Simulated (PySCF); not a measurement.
Isomers of C5H6OS. Level of theory: TDDFT B3LYP/def2-SVPD, vertical, gas phase, core orbitals frozen in the response in PySCF 2.14.0, density-fitted response routines. Geometries: GFN2-xTB; one conformer of each isolated species. Triplets are in the Tamm–Dancoff approximation. 'Strongest' means the level of largest summed f among the lowest 8 singlets; it needn't be the same kind of state in each.

Question: Rank by computed LUMO energy, highest first.
A. `O=C[C@@H]1CC=CS1`
B. `C#C[C@@H]1CC[S@@]1=O`
C. `COc1ccsc1`
D. `C=C(C#C)[S@@](C)=O`

Answer: C (-0.45 eV), B (-0.75 eV), A (-1.37 eV), D (-1.64 eV).

```
              SMILES  LUMO (eV)  strongest (eV)  f (strongest)  T1 (eV)  α (au)  HOMO (eV)  S1 mainly
           COc1ccsc1      -0.45            6.02           0.09     3.82    80.2      -6.17  H→L (92%)
C#C[C@@H]1CC[S@@]1=O      -0.75            6.10           0.06     4.11    80.3      -6.61  H→L (93%)
    O=C[C@@H]1CC=CS1      -1.37            5.49           0.09     3.31    78.7      -6.11  H→L (94%)
  C#CC(=C)[S@@](C)=O      -1.64            5.44           0.11     3.47    86.9      -6.86  H→L (91%)
```

H and L stand for HOMO and LUMO.
